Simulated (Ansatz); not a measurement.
Reaction (ligand exchange at a Cd–O bond): `[OH][Cd][O][SiH3]` + NH₃ → `[NH2][Cd][OH]` + `O[SiH3]`

Computed with Ansatz on PBE0-D4/def2-TZVP structures; ΔE is electronic, products minus reactants. CCSD(T)/CBS adds triple-zeta CCSD(T) − MP2 to the extrapolated MP2 energy (def2 sets, frozen cores). This one scheme is used for every species. Functionals use def2-TZVPP. def2 core potentials past Kr. For Cd outer-core shells are correlated without core-valence functions, which leaves a few kJ/mol of doubt a bond. Each species was taken in one conformer, which may not be the lowest.

```csv
species,r2SCAN0 energy (Eh)
`[OH][Cd][O][SiH3]`,-610.12534
NH₃,-56.54138
`[NH2][Cd][OH]`,-299.53608
`O[SiH3]`,-367.11696
```

(1) Work out ΔE.

Largest T1 diagnostic among the species: 0.016.

Results:

(1) ΔE = (-299.53608) + (-367.11696) − (-610.12534) − (-56.54138) = 0.01368 Eh = +35.9 kJ/mol. CCSD(T)/CBS gives +36.0 kJ/mol.

Leaving LDA and LC-ωPBE aside and taking each functional with its dispersion term where it has one, the values, not all of them listed here, spread over 13.7 kJ/mol, from PBE-D4 to BHLYP-D4. LDA lies −6.9 kJ/mol from PBE without D4. From BLYP to BHLYP (50 % exact exchange), in def2-TZVPP and without D4, ΔE moves by +8.9 kJ/mol.
